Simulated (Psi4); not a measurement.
C2H3O (SMILES [CH-]1CO1), charge -1, singlet, at a GFN2-xTB geometry (a gas-phase anion, which may not be bound at this level). Base run: B3LYP/3-21G run with Psi4 1.11.

Geometry (Å):
```xyz
6

C      0.1276     0.8391    -0.4059
O      0.0131    -0.0045     0.8367
C      0.0127    -0.6325    -0.4052
H     -0.9355     1.2490    -0.5823
H     -0.9134    -1.1977    -0.6399
H      0.9030    -1.2548    -0.6049
```
Charge -1, spin multiplicity 1.
All else is at Psi4's defaults (density fitting, Cartesian functions).
Base energy -152.22532 Eh.

Variants of this job, named by their change:

| change | ΔE vs base (µEh) | SCF cycles | grid points | basis functions |
|---|---|---|---|---|
| base | 0.0 | 8 | 128679 | 33 |
| basis_guess = true | 0.0 | 1 | 128679 | 33 |
| level_shift = 0.3 | 0.0 | 8 | 128679 | 33 |
| scf_type = dfdirj+link | -36.0 | 8 | 128679 | 33 |
| guess = gwh | 0.0 | 10 | 128679 | 33 |
| level_shift = 1.0 | 0.0 | 9 | 128679 | 33 |
| guess = modhuckel | 0.0 | 9 | 128679 | 33 |
| dft_pruning_scheme = treutler | 3.2 | 8 | 70869 | 33 |
| e_convergence = 1e-4 | 0.0 | 8 | 128679 | 33 |
| basis_guess = sto-3g | 0.0 | 8 | 128679 | 33 |
| dft_spherical_points = 974 | 1.9 | 8 | 414326 | 33 |
| dft_basis_tolerance = 1e-8 | 0.0 | 8 | 126545 | 33 |
| dft_radial_scheme = multiexp | 0.6 | 8 | 135304 | 33 |

A gas-phase anion may not be bound at this level; its values then depend on the basis.
